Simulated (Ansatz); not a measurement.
## From CH3Cl to CBr3Cl: predicting a member

On one C centre that keeps Cl, n of the H ligands are replaced by Br. The HOMO–LUMO gap y in eV at wB97M-V/def2-TZVPP. Shapes, held fixed at every level: PBE0-D4/def2-TZVP. Programs: Ansatz 0.2.0.

```
molecule  n  y (eV)
   CH3Cl  0   13.43
 CH2BrCl  1   12.05
 CHBr2Cl  2       ?
  CBr3Cl  3   10.26
```

Problem. Fit y = c + s·n to the known rows and predict CHBr2Cl.

Solution. 
1. Means of the 3 rows: n = 1.33333, y = 11.913.
2. Σ(Δn)² = 4.6667, Σ(Δn·Δy) = -4.8233, so the slope is -4.8233/4.6667 = -1.0336.
3. Intercept: 11.913 − (-1.0336) × 1.33333 = 13.291. The largest residual of the fit is 0.21.
4. CHBr2Cl: 13.291 + (-1.0336) × 2 = 11.22 eV.

The run gave 11.03 eV, so the prediction is off by +0.19 eV, within the scatter of the fit. The step per swap changes from -1.38 to -0.77 eV along the series, so a line misses the bend. Other levels give for CHBr2Cl: r2SCAN-D4/def2-TZVPP 4.83; BHLYP-D4/def2-TZVPP 8.88; PBE0-D4/def2-TZVPP 6.68 eV. Orbital gaps aren't excitation energies, and the LUMO depends on the basis. Relativity is left out for Br unless named.
